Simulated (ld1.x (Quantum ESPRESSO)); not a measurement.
# Ta (Z = 73): variants of one PAW potential

Base potential:

tantalum (Ta), PAW, made with ld1.x (Quantum ESPRESSO) 7.5 (PBEsol, scalar-relativistic). Core [Xe] 4f14, reference 5d3 6s1.5 6p0 (charge +0.5). Waves: 6s (bound): rcut 2.40, rcutus 2.80 bohr; 6s channel at 1.15 Ry: rcut 2.40, rcutus 2.80 bohr; 6p (bound, empty): rcut 2.80, rcutus 3.65 bohr; 6p channel at 0.25 Ry: rcut 2.80, rcutus 3.65 bohr; 5d (bound): rcut 2.45, rcutus 3.10 bohr; 5d channel at 3.95 Ry: rcut 2.45, rcutus 3.10 bohr. Local part: all-electron potential smoothed inside 3.50 bohr (lloc = -1). Core correction: a·sin(br)/r model core inside 1.80 bohr. Augmentation charge: BG, radius 2.65 bohr.

Cutoffs, loose and tight: the cutoffs (Ry, on a coarse ladder) from which the occupation-weighted sum of valence levels, in a spherical-Bessel basis at the reference potential, stays within 10 and 1 mRy of its value at 400 Ry. They do not see the model core or the augmentation charge, which bear on the density cutoff. Test errors are all-electron minus pseudo excitation energies from the reference, over the configurations 5d3 6s2 6p0; 5d3 6s1 6p0; 5d3 6s0 6p0; 5d3.5 6s1.5 6p0; 5d2 6s2 6p1; 5d3 6s1 6p1; 5d3 6s0 6p2. A dash means not determined; rows that change the core or the reference have their own tests.

```tsv
change	outcome	cutoff, loose	cutoff, tight	bound ghosts	largest test error (meV)
base	generated	10 Ry	12 Ry	none	-30
wave 6s channel at 1.15 Ry: rcut 2.40, rcutus 2.80 bohr becomes 6s channel at -0.51 Ry: rcut 2.40, rcutus 2.80 bohr	generated	10 Ry	12 Ry	none	-26
wave 6s channel at 1.15 Ry: rcut 2.40, rcutus 2.80 bohr becomes 6s channel at -0.41 Ry: rcut 2.40, rcutus 2.80 bohr	generated	10 Ry	12 Ry	none	-26
wave 6s channel at 1.15 Ry: rcut 2.40, rcutus 2.80 bohr becomes 6s channel at -0.21 Ry: rcut 2.40, rcutus 2.80 bohr	generated	10 Ry	12 Ry	none	-27
wave 6s channel at 1.15 Ry: rcut 2.40, rcutus 2.80 bohr becomes 6s channel at 0.17 Ry: rcut 2.40, rcutus 2.80 bohr	generated	10 Ry	12 Ry	none	-28
wave 6s channel at 1.15 Ry: rcut 2.40, rcutus 2.80 bohr becomes 6s channel at 0.83 Ry: rcut 2.40, rcutus 2.80 bohr	generated	10 Ry	12 Ry	none	-29
wave 6s channel at 1.15 Ry: rcut 2.40, rcutus 2.80 bohr becomes 6s channel at 2.49 Ry: rcut 2.40, rcutus 2.80 bohr	generated	10 Ry	12 Ry	none	-30
wave 6s channel at 1.15 Ry: rcut 2.40, rcutus 2.80 bohr becomes 6s channel at 4.43 Ry: rcut 2.40, rcutus 2.80 bohr	generated	10 Ry	12 Ry	none	-26
```
